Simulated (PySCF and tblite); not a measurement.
The numbers below are computed, except where a source is named.
Conformer ensemble of C₈H₈GeO₂S₂, numbered as in [CH3:1][O:2][C:3](=[O:4])[c:5]1[c:6]([GeH3:7])[s:8][c:9]2[cH:10][cH:11][s:12][c:13]12

Free energies: B3LYP-D3(BJ)/def2-SVP on GFN2-xTB structures plus GFN2-xTB thermal terms, symmetry and mirror images included. Conformers within 2.5 kcal/mol (GFN2-xTB free energy) were kept, 3 at most. GIAO shieldings: wB97X-D/6-31G*. Programs: PySCF with density fitting and tblite.

Torsions listed: C1–O2–C3–O4, O2–C3–C5–C6.

```tsv
conformer	shape	symmetry	E(GFN2) kcal/mol	E(DFT) kcal/mol	G(298.15 K) kcal/mol	weight %	dipole D
1	0°, 180°	Cs	0.00	0.00	0.00	63.4	2.45
2	0°, 0°	Cs	1.31	0.42	0.33	36.6	0.94
```

Weights (%) against temperature:

```tsv
T (K)	1	2	S(mix) cal/mol/K
250	66.4	33.6	1.27
298.15	63.4	36.6	1.30
350	60.9	39.1	1.33
```

Coordinates of conformer 1 (Å):

```xyz
21

C     2.971   -1.782   -0.134
O     1.623   -1.376    0.047
C     1.344   -0.112   -0.267
O     2.170    0.677   -0.687
C    -0.047    0.249   -0.064
C    -0.444    1.532   -0.357
Ge    0.737    2.919   -1.036
S    -2.123    1.778   -0.056
C    -2.316    0.141    0.476
C    -3.391   -0.640    0.951
C    -2.982   -1.903    1.235
S    -1.295   -2.178    0.940
C    -1.113   -0.549    0.413
H     3.013   -2.827    0.163
H     3.265   -1.666   -1.179
H     3.636   -1.179    0.488
H     1.277    2.559   -2.370
H    -0.160    4.119   -1.193
H     1.796    3.251   -0.051
H    -4.397   -0.284    1.070
H    -3.575   -2.713    1.610
```

Coordinates of conformer 2 (Å):

```xyz
21

C     3.049   -1.610    0.500
O     1.978   -0.681    0.453
C     0.833   -1.128   -0.107
O     0.705   -2.243   -0.547
C    -0.194   -0.094   -0.102
C     0.000    1.166    0.412
Ge    1.603    1.882    1.226
S    -1.413    2.152    0.265
C    -2.292    0.871   -0.496
C    -3.595    0.708   -1.010
C    -3.760   -0.543   -1.510
S    -2.355   -1.551   -1.374
C    -1.500   -0.263   -0.619
H     2.759   -2.490    1.077
H     3.320   -1.923   -0.510
H     3.877   -1.094    0.978
H     2.738    1.911    0.264
H     1.264    3.293    1.605
H     1.968    1.135    2.461
H    -4.351    1.470   -1.005
H    -4.641   -0.952   -1.962
```

The minima are those of GFN2-xTB; planar forms about aryl–S or allylic bonds may be saddles in DFT. Spin–orbit effects of the heavy atoms on shieldings are missing.

Search and properties took 5 min on 1 thread of Arm Neoverse V1, on a host shared with other jobs (rough), launched as `OMP_NUM_THREADS=1 python ens_run.py task.json out`.


Conformer gaps in def2-SVP on xTB geometries can be 2 kcal/mol too large for S=O, P=O and other polar bonds.